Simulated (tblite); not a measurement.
Compound: C₅H₇O₂ (doublet state).
Geometry (GFN2-xTB, Å), atoms numbered from 1 in this order:
```
atom  x, y, z in Å
C1     2.2603    1.6513    0.1518
C2     1.8546    0.5602   -0.1232
C3     1.3258   -0.7535   -0.4311
C4    -0.0339   -0.9712    0.2381
O5    -0.9699   -0.1140   -0.3677
C6    -2.1875   -0.0041    0.2680
O7    -2.9718    0.9965   -0.2287
H8     2.6279    2.6059    0.3824
H9     2.0228   -1.5188   -0.0808
H10    1.2091   -0.8494   -1.5135
H11   -0.3497   -2.0181    0.1117
H12    0.0321   -0.7580    1.3146
H13   -2.1988   -0.0670    1.3505
H14   -2.6216    1.2398   -1.0943
```

Level: GFN2-xTB in tblite, geometry and Hessian alike; calculated harmonic values, unscaled, isolated species. Errors from tens to a few hundred cm⁻¹ against measured bands are possible. One conformer, not necessarily the lowest. Open shells enter through the occupations alone, without spin polarisation, and single modes of such species can be off by tens of per cent.

Harmonic wavenumbers (cm⁻¹): 36.0, 51.9, 100.4, 168.4, 206.1, 299.2, 346.2, 360.8, 459.5, 511.4, 642.3, 672.5, 766.2, 863.9, 889.8, 1035.1, 1053.3, 1066.3, 1127.8, 1171.3, 1182.0, 1219.6, 1241.2, 1308.7, 1311.2, 1342.4, 1426.5, 1474.2, 2299.9, 2852.0, 2891.1, 2962.8, 2973.5, 2984.0, 3401.1, 3529.2.

A = 5202, B = 1365, C = 1150 MHz; mass 99.045 u (most abundant isotopes); point group C1, symmetry number 1; spin multiplicity 2.

Q: Zero-point energy?

A: ½Σν̃ = 23114 cm⁻¹ = 66.09 kcal/mol.

Q: Give the ideal-gas entropy at 350 K and 1 bar in the rigid-rotor, harmonic-oscillator model (classical rotation).

A: Translation 40.51, rotation 28.55, vibration 29.14, spin (R ln 2) 1.38: S = 99.6 cal/(mol K).

Q: And Cp and H(350 K) − H(0)?

A: Cp = 34.79 cal/(mol K), of which vibrations give 26.84 (their classical limit is 36 R = 71.5); H(350 K) − H(0) = 7.78 kcal/mol without the zero-point energy, 5.00 from vibrations.

Q: Blend soft modes into free rotors: weight 1/[1 + (100 cm⁻¹/ν̃)⁴] for the oscillator and the rest for a rotor with moment μB/(μ + B), μ = h/(8π²ν), B = 10⁻⁴⁴ kg m². What vibrational entropy results?

A: 25.71 cal/(mol K) in place of 29.14, which changes −T·S at 350 K by +1.20 kcal/mol.

Q: How do the functions run with temperature in this model?

A: 
| T (K) | S (cal/(mol K)) | Cp (cal/(mol K)) | H − H(0) (kcal/mol) | G − H(0) (kcal/mol) | ln q(vib) |
| --- | --- | --- | --- | --- | --- |
| 150 | 76.9 | 20.8 | 2.22 | -9.31 | 3.17 |
| 250 | 89.1 | 27.8 | 4.65 | -17.63 | 5.39 |
| 298.15 | 94.3 | 31.2 | 6.07 | -22.05 | 6.41 |
| 400 | 104.4 | 38.1 | 9.60 | -32.17 | 8.50 |
| 600 | 122.0 | 48.5 | 18.32 | -54.86 | 12.41 |
| 900 | 143.7 | 58.4 | 34.48 | -94.83 | 17.80 |

q(vib) and H(0) count from the zero-point level.

Hindered rotation and anharmonicity are outside this model. Other conformers, if any are populated, would add a mixing term that is left out. The structure is chiral; the term R ln 2 for an equal mix with its mirror image is left out.
